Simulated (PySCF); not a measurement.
These 2 structures share the formula C5H6NPS. Computed with PBE0-D3(BJ)/def2-SVP geometry optimisation, gas phase (PySCF 2.14.0). One conformer each; no zero-point energy, no entropy. No frequencies were run at this level. Point groups hold within 0.08 Å.

**Question.** Order them by energy at this level, lowest first, and give relative energies in kcal/mol.
A. `[CH3:1][S:2][c:3]1[cH:4][n:5][cH:6][p:7][cH:8]1` with C1–S2–C3–C4 1°
B. `[CH3:1][S:2][c:3]1[n:4][cH:5][cH:6][cH:7][p:8]1` with C1–S2–C3–N4 1°

**Answer.** B (0.0), A (5.6).

| SMILES | E (Eh) | E rel (kcal/mol) | dipole (D) | point group | A, B, C (MHz) |
| --- | --- | --- | --- | --- | --- |
| CSc1ncccp1 | -987.46382 | 0.0 | 2.02 | Cs | 2945, 1124, 817.9 |
| CSc1cncpc1 | -987.45495 | 5.6 | 2.24 | Cs | 3462, 929.9, 736.5 |

**Question.** How do the relative energies change in single points at PBE0/pcSseg-1 (no added dispersion term) on the same geometries?

**Answer.** 
```csv
SMILES,PBE0-D3(BJ)/def2-SVP (kcal/mol),PBE0/pcSseg-1 (kcal/mol),shift
CSc1ncccp1,0.0,0.0,0.0
CSc1cncpc1,5.6,5.5,-0.1
```

Each column counts from its own lowest isomer. The order is unchanged; the largest shift is 0.1 kcal/mol.
